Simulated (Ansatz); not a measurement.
System: C2H6ClSi, net charge 0, doublet state. It need not be the lowest isomer of its formula. 
Geometry from a B3LYP-D3(BJ)/def2-TZVP (Ansatz, a first-principles code) optimisation:
```xyz
10

Si    -0.0053     0.1952    -0.5747
Cl     0.0832     0.7695     1.4328
C     -1.6214    -0.7222    -0.8418
C      1.4814    -0.8952    -0.9292
H     -2.4776    -0.0928    -0.5995
H     -1.7076    -1.0403    -1.8829
H     -1.6544    -1.6099    -0.2033
H      1.4733    -1.2175    -1.9725
H      1.4514    -1.7830    -0.2907
H      2.4144    -0.3654    -0.7372
```
Charge 0, spin multiplicity 2.

Property: atomisation energy (electronic, to ground-state atoms), in eV. Valence correlation only, unless marked. UHF or UKS for open shells. Spin-orbit coupling is left out. No relativistic terms. The coupled-cluster limit lacks core correlation, which all-electron functionals hold. CBS(X,Y): correlation extrapolated as X^-3; Hartree-Fock from the larger set. [CCSD(T)-MP2]/basis is that difference in the basis named.

```json
[
 {"level": "BLYP-D4/def2-TZVPD", "program": "Ansatz + dftd4", "atomisation energy (eV)": "36.73"},
 {"level": "B97M-V/def2-TZVPD", "program": "Ansatz", "atomisation energy (eV)": "37.23"},
 {"level": "PBE0/def2-SVP", "program": "Ansatz", "atomisation energy (eV)": "37.06"},
 {"level": "RI-MP2/cc-pV(Q+d)Z", "program": "Ansatz", "atomisation energy (eV)": "37.06"},
 {"level": "CCSD/6-31G", "program": "Ansatz", "atomisation energy (eV)": "30.79"},
 {"level": "CCSD(T)/6-31G*", "program": "Ansatz", "atomisation energy (eV)": "33.44"},
 {"level": "RI-MP2/CBS(cc-pV(T+d)Z,cc-pV(Q+d)Z)+[CCSD(T)-MP2]/cc-pV(T+d)Z", "program": "Ansatz", "atomisation energy (eV)": "37.05"}
]
```
